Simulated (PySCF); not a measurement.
**From orbital energies to excitation energies**

Species: C8H11FO3.
Atom-mapped SMILES: `[CH3:1][C@@:2]1([O:3][CH:4]=[O:5])[CH2:6][C@:7]2([F:8])[CH2:9][CH2:10][C@H:11]1[O:12]2` (hydrogens: H13, H14, H15 on C1; H16 on C4; H17, H18 on C6; H19, H20 on C9; H21, H22 on C10; H23 on C11)

The calculation used TDDFT wB97X-D/def2-SVPD, vertical, gas phase, core orbitals frozen in the response (PySCF 2.14.0, density-fitted response routines). Isolated species at its PBE0-D3(BJ)/def2-SVP geometry (one conformer only).

Orbital energies (eV): HOMO-3 -11.50, HOMO-2 -10.70, HOMO-1 -10.48, HOMO -9.98, LUMO 1.51, LUMO+1 2.10, LUMO+2 2.67.

Problem. Among the lowest singlets, which states do these configurations lead, and at what energies: HOMO→LUMO+1, HOMO-2→LUMO+1, HOMO-1→LUMO, HOMO→LUMO?

Solution. 

```csv
state,leading configuration,weight,Δε (eV),E (eV),E − Δε (eV),f,other configurations
S1,HOMO-1→LUMO,0.86,11.99,5.83,-6.16,0.0015,–
S2,HOMO→LUMO,0.66,11.49,7.60,-3.89,0.047,H-2→L (16%)
S4,HOMO→LUMO+1,0.68,12.08,8.23,-3.85,0.0067,H→L+2 (13%)
S8,HOMO-2→LUMO+1,0.63,12.80,8.93,-3.87,0.026,H→L+2 (8%)
```

E − Δε runs from -6.16 to -3.85 eV. By orbital difference alone the order would be S2, S1, S4, S8. Δε is the difference of the two orbital energies.

H and L stand for HOMO and LUMO. The other states: S3 8.17 eV, f 0.042, H-3→L (39%), H-2→L (34%), H→L (8%); S5 8.55 eV, f 0.035, H-1→L+1 (54%), H-1→L+2 (22%); S6 8.60 eV, f 0.0051, H→L+3 (20%), H-3→L (14%), H-2→L (13%); S7 8.64 eV, f 0.0091, H→L+3 (25%), H→L+5 (12%), H-3→L (10%); S9 9.01 eV, f 0.027, H-4→L (53%), H-2→L (19%), H-3→L (9%); S10 9.10 eV, f 0.0051, H→L+5 (21%), H→L+1 (13%), H→L+2 (12%).

Problem. Pair triplets and singlets of the same leading configuration (75% or more in both) and give the splittings.

Solution. 

| configuration | triplet | E(T) (eV) | singlet | E(S) (eV) | E(S) − E(T) (eV) |
| --- | --- | --- | --- | --- | --- |
| HOMO-1→LUMO | T1 | 5.34 | S1 | 5.83 | +0.50 |

The 4 triplets are Tamm–Dancoff values, the singlets full response.

Summed over the main configurations (up to three a state, each over 8%) of all 10 singlets, the electron leaves HOMO with weight 2.67, HOMO-1 with weight 1.62, HOMO-2 with weight 1.45 and HOMO-3 with weight 0.73.
